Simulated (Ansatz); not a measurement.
Cost and result for the atomization energy of GeH$_{6}$O$_{3}$Si, SMILES `[OH][GeH2][SiH](O)O` (11 atoms, 10 bonds).

Cartesian coordinates in Å:
```
O -0.949 -1.674 -0.560
Ge -0.123 -0.263 -1.334
Si 0.201 0.929 0.705
O 1.810 0.852 1.023
O -0.747 0.108 1.759
H -1.153 -2.394 -1.159
H 1.130 -0.772 -2.076
H -1.083 0.353 -2.376
H -0.245 2.344 0.747
H 2.138 1.299 1.805
H -0.980 -0.782 1.465
```

Charge 0, multiplicity 1. Correlated methods include outer-core shells of Ge, which these sets cover unevenly. Scalar relativity is left out up to krypton. All single points use the PBE0-D4/def2-TZVP geometry. It is one conformer, not always the lowest. Program: Ansatz. Hardware: A = 2 threads of an AMD EPYC 7R13 on a shared host; B = 2 threads of an AMD EPYC 7R13 on a shared host and a share of an NVIDIA H100 80 GB. Times are those of one run each, without the atoms' runs, and a repeat can differ threefold. Electronic energies, without spin–orbit coupling; frozen cores. CCSD(T)/CBS adds CCSD(T) − MP2 in def2-TZVPP to the MP2 limit, and its time is that of the two runs behind it. T1 = 0.012. With those shells the extrapolation isn't a true limit. B3LYP takes the VWN-RPA correlation (the form of Gaussian; ORCA's B3LYP/G).

CCSD(T)/CBS is a level of theory with its own doubt, some kJ/mol a heavy atom from the limit and from the frozen cores, so smaller differences don't rank the functionals.

| level | functions | atomization (kcal/mol) | difference from CCSD(T)/CBS | per bond |
| --- | --- | --- | --- | --- |
| r2SCAN-D4/def2-TZVPP (with forces) [A] | 267 | 913.4 | -7.0 | -0.7 |
| PBE-D4/def2-TZVPP (with forces) [A] | 267 | 918.3 | -2.1 | -0.2 |
| ωB97X-V/def2-TZVPP [A] | 267 | 916.5 | -3.9 | -0.4 |
| CCSD(T)/CBS(def2) | – | 920.4 | 0.0 | 0.0 |
| ωB97M-V/def2-TZVPP (with forces) [A] | 267 | 912.3 | -8.1 | -0.8 |
| PBE0-D4/def2-TZVPP [A] | 267 | 897.8 | -22.6 | -2.3 |
| MP2/def2-QZVPP [B] | 510 | 927.1 | 6.7 | 0.7 |
| B2PLYP/def2-TZVPP [A] | 267 | 900.1 | -20.3 | -2.0 |
| CCSD(T)/def2-TZVPP [B] | 267 | 892.9 | -27.5 | -2.7 |
| B3LYP-D4/def2-TZVPP (with forces) [A] | 267 | 905.8 | -14.6 | -1.5 |

Question: Order the runs by time, with rough figures. (Best estimate.)

Answer: Computed: PBE-D4/def2-TZVPP (with forces) [A] 3.8 s; PBE0-D4/def2-TZVPP [A] 6.5 s; r2SCAN-D4/def2-TZVPP (with forces) [A] 8 s; B3LYP-D4/def2-TZVPP (with forces) [A] 9.5 s; CCSD(T)/def2-TZVPP [B] 10 s; B2PLYP/def2-TZVPP [A] 11 s; ωB97X-V/def2-TZVPP [A] 14 s; MP2/def2-QZVPP [B] 15 s; ωB97M-V/def2-TZVPP (with forces) [A] 18 s; CCSD(T)/CBS(def2) 25 s.

The D4 term adds +9.1 kcal/mol with B3LYP and +4.8 kcal/mol with PBE0; it sums over pairs of atoms, weighted by their polarisabilities, and B3LYP, whose exchange is more repulsive, gets the larger term. From PBE to PBE0 (25 % exact exchange), in def2-TZVPP and without D4, the atomization energy moves by −19.6 kcal/mol: exact exchange takes away binding that semilocal exchange gives to molecules. In def2-TZVPP, CCSD(T) changes the Hartree–Fock value by +258.9 kcal/mol (the triples alone add +14.3 kcal/mol) and MP2 by +276.8 kcal/mol; breaking electron pairs costs correlation energy, which Hartree–Fock lacks.
